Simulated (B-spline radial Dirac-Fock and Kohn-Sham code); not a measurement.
## Dipole and non-dipole photoemission parameters of Mg 3s

System: neutral magnesium, [Ne] 3s2; threshold 6.60 eV (orbital energy of the model). The computed values come from a radial B-spline solver: Dirac-Hartree-Slater photoionisation with a Latter tail; cross sections with all multipoles, angular parameters from the dipole term and its interference with E2.

For linearly polarised light dσ/dΩ = σ/(4π) [1 + β P₂(cos θ) + (δ + γ cos²θ) sin θ cos φ], with θ from the polarisation vector and φ the angle between the beam and the projection of the electron momentum on the plane normal to the polarisation.

| hν (eV) | σ (kb) | β | γ |
| --- | --- | --- | --- |
| 60 | 115 | 2.000 | 0.088 |
| 79.3 | 81.1 | 2.000 | 0.054 |
| 80 | 80.2 | 2.000 | 0.053 |
| 117 | 45.8 | 2.000 | 0.004 |
| 150 | 31.2 | 2.000 | -0.019 |
| 171 | 25.4 | 2.000 | -0.026 |
| 207 | 18.7 | 2.000 | -0.031 |
| 241 | 14.6 | 2.000 | -0.028 |
| 432 | 5.11 | 2.000 | 0.046 |
| 671 | 2.11 | 2.000 | 0.167 |
| 800 | 1.46 | 2.000 | 0.229 |
| 950 | 1.00 | 2.000 | 0.297 |
| 1000 | 0.894 | 2.000 | 0.319 |
| 1210 | 0.580 | 2.000 | 0.408 |
| 1430 | 0.393 | 2.000 | 0.494 |
| 1486.9 | 0.358 | 2.000 | 0.516 |
| 1960 | 0.183 | 2.000 | 0.678 |
| 2230 | 0.133 | 2.000 | 0.762 |
| 2450 | 0.104 | 2.000 | 0.826 |
| 2520 | 0.0971 | 2.000 | 0.846 |
| 4690 | ? | ? | ? |
| 5260 | 0.0136 | 2.000 | 1.451 |
| 5414.7 | 0.0125 | 2.000 | 1.479 |
| 6170 | 0.00868 | 2.000 | 1.609 |
| 7390 | 0.00520 | 2.000 | 1.802 |
| 8630 | 0.00332 | 2.000 | 1.982 |
| 9251.7 | 0.00271 | 2.000 | 2.066 |
| 11300 | 0.00150 | 2.000 | 2.325 |
| 12000 | 0.00126 | 2.000 | 2.408 |
| 13900 | 0.000809 | 1.999 | 2.617 |

Q: Give the values at 4690 eV.

A: σ = 0.0186 kb, β = 2.000, γ = 1.344. For an s subshell δ is negligible.
